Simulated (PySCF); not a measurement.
Calculations on `FC/C=C/C(Cl)Cl`, in the order of a workflow; each names the level of the geometry that it ran on. Settings lines and outputs come from a driver script.

Compound: C₄H₅Cl₂F.
Numbering: `[F:1][CH2:2]/[CH:3]=[CH:4]/[CH:5]([Cl:6])[Cl:7]` (hydrogens: H8, H9 on C2; H10 on C3; H11 on C4; H12 on C5)

Step 1: PBE0-D3(BJ)/def2-SVP geometry optimisation, gas phase (PySCF 2.14.0) (from the GFN2-xTB geometry)
```json
{"job": {"xc": "PBE0", "basis": "def2-SVP", "d3": "d3bj", "grid": 1, "kind": "geom"}, "charge": 0, "multiplicity": 1}
```
```
step   0  E = -1174.59022895  max force = 0.014134
step   1  E = -1174.59120750  max force = 0.002117
step   2  E = -1174.59121983  max force = 0.000560
step   3  E = -1174.59122591  max force = 0.000496
step   4  E = -1174.59123079  max force = 0.000087
optimisation converged
```

Final energy -1174.59123 Eh after 4 steps; dipole 3.22 D. Energies in Eh; «max force» is the largest Cartesian gradient component in Eh/bohr.

Rough CPU time on one thread of a shared machine: about 70 s.

Step 2: TDDFT B3LYP/def2-SVPD, vertical, gas phase, core orbitals frozen in the response (PySCF 2.14.0, density-fitted response routines) (on the PBE0-D3(BJ)/def2-SVP geometry)
```json
{"job": {"kind": "uv", "xc": "B3LYP", "basis": "def2-SVPD", "dynamic": true, "nstates": 6, "ntriplets": 0}, "charge": 0, "multiplicity": 1}
```
```
...
Static polarisability (au): isotropic 82.690, principal 65.662 77.529 104.879
Singlet excitations
state   eV       nm        f      main configurations
  1   6.2215    199.3   0.00012   H->L+1 0.95
  2   6.2986    196.8   0.20727   H->L 0.61, H-2->L 0.33
  3   6.4407    192.5   0.00028   H-1->L 0.96
  4   6.6656    186.0   0.19329   H-2->L 0.57, H->L 0.21, H-1->L+1 0.09
  5   6.8047    182.2   0.06425   H-1->L+1 0.86
  6   6.8769    180.3   0.00488   H-2->L+1 0.61, H-3->L 0.35
```

HOMO -7.78 eV, LUMO -1.12 eV; lowest singlet 6.22 eV; mean polarisability 82.7 au.

Rough CPU time on one thread of a shared machine: about 70 s.

Step 3: core-valence-separated TDA BHandHLYP/aug-pcX-1 H:pcseg-1 Cl:def2-SVPD, K edges, non-relativistic, gas phase (PySCF 2.14.0, density-fitted response routines) (on the PBE0-D3(BJ)/def2-SVP geometry)
```json
{"job": {"kind": "xas", "xc": "BHandHLYP", "basis": {"default": "aug-pcX-1", "H": "pcseg-1", "Cl": "def2-SVPD"}}, "charge": 0, "multiplicity": 1}
```
```
...
C K edge
   eV          f      from atoms
  282.763   0.06262   C2
  282.842   0.05765   C3
  286.157   0.02007   C2
  286.273   0.07720   C4
  286.343   0.04630   C4 C3
  286.368   0.01955   C3 C4
  287.012   0.00510   C3
  287.140   0.05507   C1
  287.312   0.00513   C3
  287.323   0.00115   C2
  287.411   0.00505   C3
  287.556   0.00113   C2
  287.626   0.00156   C1
  287.757   0.00038   C3
  287.801   0.00334   C2
  287.837   0.00164   C2
  288.121   0.01261   C1
  288.186   0.00062   C3
  288.392   0.00351   C3 C2
  288.417   0.00613   C2 C3
...
```

Lowest C 1s excitation 282.8 eV; lowest F 1s excitation 685.5 eV; the energies are raw, with no shift to experiment and no relativistic term. The log counts atoms from 0, this text from 1.

The run took about 50 s of CPU time (one thread, shared machine).

Geometry of the electronic-property runs (PBE0-D3(BJ)/def2-SVP):
```
atom  x, y, z in Å
F1     2.0692    0.7548   -1.0916
C2     1.9256    0.0064    0.0408
C3     0.4931   -0.2352    0.3676
C4    -0.5226    0.2327   -0.3588
C5    -1.9411   -0.0255   -0.0120
Cl6   -2.7519   -0.9171   -1.3317
Cl7   -2.7959    1.5114    0.3058
H8     2.4222    0.5283    0.8804
H9     2.4491   -0.9581   -0.0987
H10    0.3065   -0.8374    1.2652
H11   -0.3386    0.8336   -1.2539
H12   -2.0459   -0.6368    0.8923
```

One conformer stands for the species.
